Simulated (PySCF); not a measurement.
Fill in the blanks.

Species: C₈H₁₅PS.
InChI=1S/C8H15PS/c1-2-8(3-1)9-4-6-10-7-5-9/h8H,1-7H2

```json
{"property": "point group", "level": "PBE0-D3(BJ)/def2-SVP", "value": "Cs"}
{"property": "rotational constants A, B, C", "level": "PBE0-D3(BJ)/def2-SVP", "value": "?"}
{"property": "dipole moment", "level": "PBE0/pcSseg-1", "value": "1.64 D"}
{"property": "HOMO energy", "level": "PBE0/pcSseg-1", "value": "?"}
{"property": "LUMO energy", "level": "PBE0/pcSseg-1", "value": "?"}
{"property": "13C chemical shifts (computed TMS as zero) by class", "level": "GIAO PBE0/pcSseg-1", "value": "38.5 (1 C), 32.0 (2 C), 29.3 (2 C), 27.1 (2 C), 23.8 (1 C) ppm"}
{"property": "1H chemical shifts (computed TMS as zero) by class", "level": "GIAO PBE0/pcSseg-1", "value": "?"}
{"property": "isotropic shieldings of nuclei other than C and H, by class", "level": "GIAO PBE0/pcSseg-1", "value": "360 (1 P), 496 (1 S) ppm"}
```

Gas-phase values; electronic properties from PySCF, density fitting. Geometry: PBE0-D3(BJ)/def2-SVP, one conformer, isolated molecule. NMR classes are plain means over equivalent atoms (diastereotopic ones count apart unless rotation or inversion swaps them), as if these changed places fast; in this geometry the members of some classes differ.

(1) The 1H chemical shifts (computed TMS as zero) by class?

(2) The HOMO energy?

(3) The rotational constants A, B, C?

(4) Give the LUMO energy.

## Answers

(1) 2.56 (4 H), 2.14 (1 H), 2.09 (1 H), 1.90 (1 H), 1.86 (2 H), 1.79 (2 H), 1.49 (4 H) ppm.

(2) -6.35 eV.

(3) 2.504, 0.513, 0.456 GHz.

(4) 0.86 eV.

A dipole of 1.64 D is allowed in Cs, and pure rotational transitions are dipole-allowed. The rotational constants make it an asymmetric top with κ = (2B − A − C)/(A − C) = -0.94, nearer the prolate limit (−1). With B = h/(8π²I), that is 505.379 GHz u Å² over I, the principal moments of inertia are 201.8, 984.2 and 1108.3 u Å² (most abundant isotopes). The dipole equals about 5.5 × 10⁻³⁰ C·m (1 D = 3.33564 × 10⁻³⁰ C·m).
